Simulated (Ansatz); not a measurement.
Born–Oppenheimer molecular dynamics of CH$_{8}$N$_{2}$OZr (13 atoms, charge 0, multiplicity 1). It starts at the highest image of a converged band, a first-order saddle point between two minima.

Computed with Ansatz 0.2.0, UKS PBE/def2-SVP.

```yaml
ensemble: NVE (velocity Verlet)
time_step: 0.5 fs
steps_asked: 200
starting_velocities_drawn_for: 100 K
seed: 7385
```

Frames 1 fs apart, positions in Å, forces in eV/Å.

Velocities at 80 fs (Å/ps):

```
Zr 1.81 -0.66 -1.61
C -3.03 -12.57 7.80
O -8.74 14.42 3.04
H -11.03 -0.61 7.29
N 1.57 -0.82 -1.24
N 0.45 1.17 -2.11
H -1.82 -37.16 33.98
H -18.68 7.98 11.10
H 2.89 -10.45 0.52
H 7.68 -19.72 -22.14
H -13.18 21.84 0.65
H -3.13 9.10 4.07
H 20.06 4.92 16.11
```

```xyz
13
Properties=species:S:1:pos:R:3:forces:R:3 time_fs=80 energy_less_start_eV=-0.581 T=509
Zr -0.161 0.503 -0.030 0.35 -0.49 0.00
C 0.861 -1.541 -0.305 -0.88 0.83 -0.35
O 0.406 1.999 -1.181 -0.05 -0.16 0.11
H -0.138 2.794 -1.042 0.04 0.32 -0.23
N 0.089 0.947 1.951 -0.22 -0.18 -0.41
N -2.131 -0.042 -0.286 -0.52 -0.17 0.06
H 1.854 -1.911 -0.636 -0.12 0.17 0.21
H 0.596 -1.830 0.730 0.31 -0.48 0.25
H 0.046 -1.973 -0.938 0.32 -0.25 -0.04
H -0.467 0.408 2.621 0.00 -0.14 0.25
H 0.573 1.680 2.463 0.17 0.29 0.14
H -2.737 -0.124 -1.129 0.38 0.12 0.50
H -2.702 -0.344 0.533 0.23 0.15 -0.50
13
Properties=species:S:1:pos:R:3:forces:R:3 time_fs=81 energy_less_start_eV=-0.565 T=497
Zr -0.159 0.502 -0.032 0.42 -0.43 -0.09
C 0.858 -1.553 -0.298 -0.81 0.85 -0.26
O 0.397 2.013 -1.178 0.18 -0.63 0.12
H -0.149 2.795 -1.036 -0.22 0.68 -0.17
N 0.091 0.946 1.949 0.12 0.28 -0.43
N -2.131 -0.041 -0.288 -0.25 -0.11 0.29
H 1.851 -1.947 -0.601 -0.15 0.22 0.20
H 0.578 -1.824 0.742 0.28 -0.47 0.18
H 0.050 -1.985 -0.938 0.27 -0.27 -0.03
H -0.459 0.388 2.601 -0.08 -0.20 0.47
H 0.560 1.702 2.464 -0.11 -0.13 -0.06
H -2.738 -0.114 -1.122 0.20 0.07 0.35
H -2.681 -0.339 0.547 0.16 0.14 -0.56
13
Properties=species:S:1:pos:R:3:forces:R:3 time_fs=82 energy_less_start_eV=-0.548 T=486
Zr -0.157 0.501 -0.034 0.47 -0.36 -0.18
C 0.854 -1.565 -0.290 -0.74 0.85 -0.06
O 0.389 2.027 -1.175 0.23 -0.82 0.17
H -0.162 2.803 -1.031 -0.29 0.76 -0.15
N 0.092 0.946 1.948 0.29 0.58 -0.34
N -2.130 -0.040 -0.290 0.20 0.00 0.49
H 1.848 -1.981 -0.564 -0.16 0.27 0.16
H 0.564 -1.823 0.756 0.25 -0.43 0.02
H 0.057 -1.999 -0.938 0.20 -0.30 -0.04
H -0.453 0.365 2.584 -0.04 -0.15 0.53
H 0.547 1.724 2.465 -0.33 -0.50 -0.22
H -2.738 -0.104 -1.113 -0.06 0.03 0.07
H -2.658 -0.332 0.555 -0.01 0.07 -0.46
13
Properties=species:S:1:pos:R:3:forces:R:3 time_fs=83 energy_less_start_eV=-0.536 T=477
Zr -0.155 0.500 -0.035 0.50 -0.29 -0.25
C 0.849 -1.576 -0.283 -0.67 0.83 0.16
O 0.380 2.041 -1.171 0.06 -0.69 0.26
H -0.178 2.818 -1.028 -0.14 0.52 -0.18
N 0.094 0.945 1.946 0.22 0.58 -0.20
N -2.130 -0.039 -0.291 0.71 0.14 0.58
H 1.842 -2.013 -0.525 -0.13 0.31 0.11
H 0.552 -1.826 0.770 0.22 -0.37 -0.15
H 0.066 -2.016 -0.938 0.12 -0.32 -0.04
H -0.446 0.342 2.573 0.10 0.02 0.44
H 0.530 1.741 2.463 -0.43 -0.70 -0.28
H -2.738 -0.093 -1.103 -0.33 -0.01 -0.23
H -2.636 -0.324 0.559 -0.23 -0.03 -0.22
13
Properties=species:S:1:pos:R:3:forces:R:3 time_fs=84 energy_less_start_eV=-0.524 T=469
Zr -0.153 0.500 -0.037 0.52 -0.21 -0.31
C 0.844 -1.586 -0.275 -0.62 0.79 0.34
O 0.372 2.054 -1.168 -0.23 -0.38 0.37
H -0.195 2.837 -1.026 0.14 0.10 -0.23
N 0.096 0.945 1.944 -0.01 0.30 -0.12
N -2.129 -0.038 -0.292 1.10 0.27 0.49
H 1.836 -2.041 -0.486 -0.08 0.35 0.04
H 0.542 -1.832 0.783 0.17 -0.31 -0.28
H 0.076 -2.036 -0.939 0.06 -0.33 -0.03
H -0.439 0.318 2.566 0.29 0.26 0.27
H 0.509 1.751 2.459 -0.39 -0.66 -0.19
H -2.741 -0.083 -1.094 -0.49 -0.03 -0.40
H -2.615 -0.317 0.561 -0.45 -0.14 0.06
13
Properties=species:S:1:pos:R:3:forces:R:3 time_fs=85 energy_less_start_eV=-0.515 T=462
Zr -0.151 0.499 -0.039 0.52 -0.13 -0.37
C 0.838 -1.595 -0.268 -0.58 0.73 0.43
O 0.363 2.067 -1.164 -0.49 -0.10 0.46
H -0.211 2.858 -1.027 0.39 -0.30 -0.28
N 0.098 0.946 1.942 -0.31 -0.18 -0.16
N -2.128 -0.036 -0.293 1.22 0.33 0.25
H 1.828 -2.066 -0.446 -0.02 0.39 -0.03
H 0.533 -1.842 0.793 0.09 -0.26 -0.35
H 0.087 -2.060 -0.940 0.03 -0.31 0.00
H -0.428 0.297 2.562 0.44 0.46 0.11
H 0.485 1.755 2.453 -0.24 -0.40 0.01
H -2.749 -0.073 -1.090 -0.46 -0.03 -0.33
H -2.599 -0.311 0.563 -0.59 -0.21 0.25
13
Properties=species:S:1:pos:R:3:forces:R:3 time_fs=86 energy_less_start_eV=-0.510 T=459
Zr -0.149 0.498 -0.040 0.52 -0.06 -0.41
C 0.832 -1.604 -0.260 -0.55 0.65 0.43
O 0.354 2.079 -1.160 -0.62 0.00 0.52
H -0.223 2.876 -1.030 0.52 -0.51 -0.29
N 0.100 0.946 1.939 -0.57 -0.68 -0.33
N -2.126 -0.035 -0.294 1.03 0.32 -0.01
H 1.821 -2.088 -0.407 0.05 0.42 -0.10
H 0.526 -1.854 0.800 0.00 -0.22 -0.33
H 0.097 -2.086 -0.941 0.03 -0.26 0.06
H -0.414 0.280 2.558 0.50 0.56 0.02
H 0.458 1.755 2.447 -0.05 0.00 0.26
H -2.761 -0.063 -1.088 -0.25 -0.01 -0.07
H -2.589 -0.307 0.568 -0.60 -0.21 0.25
13
Properties=species:S:1:pos:R:3:forces:R:3 time_fs=87 energy_less_start_eV=-0.512 T=461
Zr -0.147 0.497 -0.042 0.52 0.02 -0.45
C 0.826 -1.613 -0.251 -0.52 0.55 0.32
O 0.345 2.092 -1.156 -0.57 -0.14 0.54
H -0.231 2.889 -1.037 0.47 -0.46 -0.26
N 0.101 0.946 1.937 -0.68 -1.00 -0.55
N -2.122 -0.033 -0.294 0.64 0.24 -0.13
H 1.813 -2.105 -0.368 0.11 0.45 -0.17
H 0.518 -1.868 0.804 -0.11 -0.20 -0.24
H 0.108 -2.115 -0.941 0.06 -0.18 0.13
H -0.395 0.269 2.555 0.45 0.50 0.04
H 0.430 1.756 2.444 0.11 0.36 0.46
H -2.776 -0.053 -1.088 0.03 0.00 0.25
H -2.584 -0.305 0.575 -0.49 -0.15 0.06
13
Properties=species:S:1:pos:R:3:forces:R:3 time_fs=88 energy_less_start_eV=-0.518 T=465
Zr -0.145 0.496 -0.044 0.50 0.10 -0.49
C 0.819 -1.621 -0.242 -0.48 0.44 0.17
O 0.335 2.105 -1.152 -0.35 -0.52 0.52
H -0.234 2.898 -1.045 0.25 -0.18 -0.20
N 0.102 0.945 1.934 -0.59 -0.95 -0.69
N -2.119 -0.031 -0.295 0.21 0.13 -0.07
H 1.807 -2.118 -0.331 0.15 0.49 -0.23
H 0.509 -1.884 0.805 -0.23 -0.18 -0.11
H 0.120 -2.145 -0.940 0.09 -0.09 0.19
H -0.371 0.262 2.553 0.31 0.31 0.16
H 0.404 1.759 2.445 0.16 0.50 0.49
H -2.790 -0.043 -1.085 0.27 0.00 0.49
H -2.584 -0.304 0.582 -0.31 -0.05 -0.23
13
Properties=species:S:1:pos:R:3:forces:R:3 time_fs=89 energy_less_start_eV=-0.523 T=468
Zr -0.142 0.495 -0.046 0.48 0.18 -0.52
C 0.811 -1.629 -0.233 -0.41 0.32 0.01
O 0.326 2.117 -1.147 -0.05 -1.02 0.49
H -0.234 2.905 -1.056 -0.05 0.23 -0.14
N 0.102 0.943 1.931 -0.35 -0.52 -0.68
N -2.115 -0.029 -0.296 -0.12 0.03 0.12
H 1.802 -2.127 -0.296 0.18 0.52 -0.28
H 0.498 -1.901 0.805 -0.32 -0.16 0.04
H 0.133 -2.176 -0.937 0.12 0.00 0.24
H -0.345 0.258 2.552 0.13 0.03 0.33
H 0.379 1.768 2.450 0.11 0.34 0.32
H -2.802 -0.033 -1.077 0.40 0.01 0.55
H -2.587 -0.304 0.588 -0.12 0.04 -0.48
13
Properties=species:S:1:pos:R:3:forces:R:3 time_fs=90 energy_less_start_eV=-0.525 T=470
Zr -0.140 0.495 -0.048 0.44 0.24 -0.55
C 0.803 -1.636 -0.225 -0.34 0.21 -0.08
O 0.316 2.129 -1.142 0.21 -1.44 0.48
H -0.235 2.915 -1.067 -0.29 0.56 -0.10
N 0.102 0.941 1.927 -0.10 0.08 -0.49
N -2.112 -0.027 -0.297 -0.26 -0.04 0.36
H 1.800 -2.130 -0.264 0.18 0.55 -0.31
H 0.484 -1.921 0.806 -0.38 -0.13 0.14
H 0.146 -2.208 -0.932 0.13 0.08 0.24
H -0.317 0.255 2.554 -0.01 -0.22 0.47
H 0.355 1.779 2.459 0.01 -0.01 0.02
H -2.811 -0.023 -1.064 0.38 0.02 0.42
H -2.591 -0.303 0.588 0.03 0.10 -0.60
13
Properties=species:S:1:pos:R:3:forces:R:3 time_fs=91 energy_less_start_eV=-0.531 T=474
Zr -0.138 0.494 -0.050 0.39 0.31 -0.56
C 0.796 -1.643 -0.216 -0.26 0.10 -0.08
O 0.306 2.140 -1.136 0.27 -1.56 0.49
H -0.239 2.929 -1.080 -0.33 0.60 -0.10
N 0.102 0.939 1.923 0.03 0.55 -0.17
N -2.108 -0.025 -0.297 -0.20 -0.07 0.57
H 1.798 -2.129 -0.234 0.17 0.57 -0.32
H 0.467 -1.941 0.808 -0.39 -0.08 0.17
H 0.161 -2.238 -0.925 0.11 0.13 0.20
H -0.290 0.249 2.560 -0.05 -0.33 0.48
H 0.332 1.790 2.468 -0.07 -0.37 -0.29
H -2.815 -0.013 -1.047 0.24 0.04 0.14
H -2.595 -0.302 0.583 0.10 0.10 -0.52
```

Of the whole run (100 fs, mean temperature of the second half 552 K): The conserved energy stayed within 0.056 meV per atom of its start (net change 0.027 meV per atom), so the integration is sound. The kinetic energy rose, since the run started high on the potential surface and went downhill. A run of 0.1 ps of so small a system gives no equilibrium averages. The orbitals were unrestricted but ended closed-shell.

The run took 15 min on 4 threads of Arm Neoverse N1, with other jobs on the host, peak memory 0.24 GiB.
